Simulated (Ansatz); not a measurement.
CH$_{4}$ClNOSSi (`N[Si]1(Cl)OCS1`), relaxed with RKS PBE-D4/def2-SVP in Ansatz 0.2.0 from a rough embedded geometry. The force threshold is 0.03 eV/Å; the program also tests the step.

Total charge 0; spin multiplicity 1.

Start:

```xyz
10

N    -1.792   -0.361    0.884
Si   -0.358    0.329    0.345
Cl    0.402    1.750    1.514
O     0.803   -0.903    0.110
C     1.330   -0.310   -1.129
S    -0.167    0.590   -1.691
H    -1.667   -0.774    1.750
H    -2.463    0.363    0.927
H     2.236    0.380   -0.905
H     1.676   -1.064   -1.805
```

| step | energy (eV) | largest force (eV/Å) | largest move (Å) |
| --- | --- | --- | --- |
| 1 | -35845.3090 | 2.268 | 0.000 |
| 2 | -35845.8926 | 1.145 | 0.193 |
| 3 | -35845.9834 | 0.615 | 0.112 |
| 4 | -35846.0168 | 0.419 | 0.189 |
| 5 | -35846.0175 | 1.055 | 0.129 |
| 6 | -35846.0496 | 0.141 | 0.060 |
| 7 | -35846.0559 | 0.199 | 0.067 |
| 8 (rejected) | -35846.0495 | 1.192 | 0.198 |
| 9 | -35846.0684 | 0.166 | 0.099 |
| 10 | -35846.0831 | 0.376 | 0.098 |
| 11 | -35846.1001 | 0.766 | 0.147 |
| 12 | -35846.1636 | 0.331 | 0.200 |
| 13 | -35846.1904 | 0.169 | 0.113 |
| 14 | -35846.2245 | 0.250 | 0.200 |
| 15 | -35846.2475 | 0.257 | 0.200 |
| 16 (rejected) | -35846.2366 | 0.220 | 0.194 |
| 17 | -35846.2556 | 0.072 | 0.097 |
| 18 | -35846.2564 | 0.021 | 0.018 |
| 19 (rejected) | -35846.2526 | 0.627 | 0.084 |
| 20 | -35846.2575 | 0.016 | 0.040 |
| 21 | -35846.2578 | 0.092 | 0.044 |
| 22 | -35846.2579 | 0.007 | 0.005 |

End:

```xyz
10

N    -1.707   -0.230    1.009
Si   -0.285    0.451    0.372
Cl    0.030    2.160    1.507
O     1.099   -0.534    0.311
C     1.413   -0.383   -1.069
S    -0.021    0.621   -1.751
H    -2.150   -1.060    0.613
H    -2.202    0.171    1.806
H     2.364    0.171   -1.217
H     1.460   -1.367   -1.582
```

Hardware: 4 threads of an Arm Neoverse V1 on a shared host. Wall time 40 s, peak host memory 0.22 GiB.
